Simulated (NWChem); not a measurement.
Species: BNH anion

```xyz
3

B      0.0000     0.0000    -0.5878
N      0.0000     0.0000     0.6746
H      0.0000     0.0000    -1.7838
```
Atoms are numbered in this order, from 1.

Results from NWChem. Sets without diffuse functions describe the anion's extra electron poorly. Coordinates come from a B3LYP/def2-SVPD optimisation.

**Question.** Predict the results for Hartree-Fock/cc-pVDZ. Quantities: highest occupied level (eV); orbital gap (eV).

**Answer.** 
```json
{
  "highest occupied level (eV)": "-2.60",
  "orbital gap (eV)": "14.33"
}
```
